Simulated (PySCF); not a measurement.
C4H4ClF, SMILES F[C@@H]1CC(Cl)=C1.

Coordinates come from a TPSSh-D3(BJ)/def2-SVP optimisation. The structure was generated by enumeration; whether it is a known compound was not checked.

Two levels are set side by side: TDA-PBE/def2-SVPD (PySCF) and TDA-CAM-B3LYP/def2-SVPD (PySCF). Vertical, same geometry. The lowest singlet is HOMO−1→LUMO 79 %, HOMO→LUMO 17 % with PBE and HOMO→LUMO 80 % with the other functional; states are paired by order. Differences are taken from unrounded values.

```tsv
quantity	TDA-CAM-B3LYP	TDA-PBE	TDA-PBE minus TDA-CAM-B3LYP
lowest singlet excitation (eV)	6.88	6.06	-0.83
lowest triplet excitation (TDA) (eV)	4.08	4.13	0.06
first bright state (f over 0.05) (eV)	6.88	6.38	-0.51
its oscillator strength	0.28	0.10	-0.18
```

Functionals without exact exchange tend to place singlet excitations lower, as here. Differences between two approximate levels are no errors against the true value.

Rough cost on one machine, each run with all the roots and properties that it gave: TDA-CAM-B3LYP against TDA-PBE about 3 times.
